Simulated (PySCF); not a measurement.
# Two-component Hartree-Fock for Hf⁴¹⁺ (hafnium, charge +41)

Start: [Ar] 3d10 4s2 4p1; 4p3/2 filled at m_j = +3/2. Calculated with PySCF 2.14 in an even-tempered Gaussian basis (16 s from 5 bohr⁻², ratio 2.8; 13 p from 6.5 bohr⁻², ratio 2.8; 8 d from 12 bohr⁻², ratio 2.8; 4 f from 28 bohr⁻², ratio 3): generalised Hartree-Fock with the X2C-1e Hamiltonian and a Gaussian nucleus; one run each with spin-orbit coupling (SO) screened by Boettger's factors, then bare. This is a chosen level, not necessarily the ground level.

| spinor shell | electrons | ε, screened SO (eV) | ε, bare SO (eV) | weight of nominal j (bare SO) | rms radius, bare SO (bohr) |
| --- | --- | --- | --- | --- | --- |
| 1s1/2 | 2 | -67624.8 | -67623.7 | 1.000 | 0.0215 |
| 2s1/2 | 2 | -13285.3 | -13285.0 | 1.000 | 0.0867 |
| 2p1/2 | 2 | -12760.0 | -12788.7 | 1.000 | 0.0737 |
| 3s1/2 | 2 | -4473.2 | -4473.2 | 1.000 | 0.220 |
| 3p1/2 | 2 | -4242.8 | -4249.2 | 1.000 | 0.210 |
| 3p3/2 | 4 | -3971.2 | -3969.1 | 1.000 | 0.224 |
| 3d3/2 | 4 | -3599.4 | -3605.3 | 1.000 | 0.196 |
| 3d5/2 | 6 | -3540.4 | -3536.7 | 1.000 | 0.200 |
| 4s1/2 | 2 | -2094.3 | -2094.3 | 1.000 | 0.462 |
| 4p3/2 | 1 | -1931.0 | -1930.3 | 1.000 | 0.468 |

Where does 2p3/2 lie, and what is the 2p spin-orbit splitting (bare SO)?

At -11550.1 eV, 1238.6 eV above 2p1/2.

```
   quantity   screened SO       bare SO
E (hartree)  -13998.55884  -13999.54382
        M_J           3/2           3/2
       ⟨J²⟩         3.751         3.751
       ⟨L²⟩         2.052         2.056
       ⟨S²⟩         0.801         0.805
```

Each row is a mean over spinors that exchange with the open shell spreads, by up to 12.380 eV (4s1/2).

Breit and QED terms are absent; they matter most for the inner s and p1/2 levels.

Densities and radii are taken from the X2C orbitals without a picture-change correction, which distorts them close to the nucleus.
